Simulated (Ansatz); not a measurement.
Species, as SMILES: [S]=[Ge] (S-Ge) (closed-shell singlet).
Atoms: Ge1, S2. Bonds: Ge1-S2.

Basis-set convergence of the highest harmonic wavenumber at HF with Ansatz (a first-principles code). Each level at its own minimum, finite differences of forces, unscaled; the reference is a large set that could be run, not a limit. Cartesian d functions, on some or all atoms, in 3-21G, 6-31G, 6-31G**, 6-311G**; all else is spherical. The program fits the integrals of some runs and decomposes those of others, by size. No added dispersion term, no relativity. Reference: the value in pcseg-3, 632 cm⁻¹. Deviations are taken from unrounded values.

| basis | functions | highest harmonic wavenumber (cm⁻¹) | minus reference (cm⁻¹) |
|---|---|---|---|
| STO-3G | 27 | 725 | 94 |
| 3-21G | 36 | 570 | -61 |
| 6-31G | 42 | 566 | -65 |
| 6-31G** | 54 | 630 | -2 |
| aug-pcseg-1 | 63 | 625 | -7 |
| aug-cc-pV(D+d)Z | 68 | 625 | -6 |
| 6-311G** | 71 | 627 | -4 |
| aug-pcseg-2 | 109 | 631 | 0 |
| aug-cc-pV(T+d)Z | 114 | 631 | -1 |

The smallest set listed that lies within 50 cm⁻¹ of the reference with all its larger relatives (same family, alike in diffuse functions; a set with none counts only in the reference's own line) is 6-31G** (54 functions, -2 cm⁻¹ off).
